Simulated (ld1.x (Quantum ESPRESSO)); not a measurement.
**Reading a pseudo-wave (hydrogen (H))**

Columns: radius, all-electron u(r) and pseudo u(r) of the 1s shell (level -12.68 eV) of hydrogen in the configuration 1s0.5; PBE, scalar-relativistic, PAW scheme, ld1.x (Quantum ESPRESSO) 7.5.

```csv
r (bohr),all-electron,pseudo
0.062,0.1258,0.0901
0.125,0.2376,0.1800
0.188,0.3347,0.2667
0.250,0.4173,0.3474
0.312,0.4881,0.4223
0.375,0.5492,0.4914
0.438,0.6003,0.5526
0.500,0.6420,0.6048
0.562,0.6759,0.6487
0.625,0.7032,0.6849
0.688,0.7242,0.7130
0.750,0.7392,0.7333
0.812,0.7494,0.7470
0.875,0.7553,0.7549
0.938,0.7572,0.7578
1.000,0.7557,0.7565
1.062,0.7514,0.7519
1.125,0.7443,0.7445
1.188,0.7350,0.7350
1.250,0.7240,0.7240
1.312,0.7113,0.7113
1.375,0.6971,0.6971
1.438,0.6818,0.6818
1.500,0.6658,0.6658
1.562,0.6491,0.6491
1.625,0.6316,0.6316
```

Q: How many radial nodes do the two functions have?

A: The all-electron 1s function has n − l − 1 = 0; the pseudo-wave has 0.

Q: At about which radius was the pseudo-wave matched?

A: 1.25 bohr. The columns agree to 0.0005 from 1.12 bohr on; several derivatives are matched, so the curves merge somewhat inside the radius.

Q: Where does each function peak?

A: Outermost all-electron maximum near 0.94 bohr, pseudo maximum near 0.94 bohr (to the table’s step).

Q: Is the pseudo-wave norm-conserving?

A: No, it belongs to a PAW set: the norm inside the radius is not constrained, and the difference is carried by the augmentation charge.
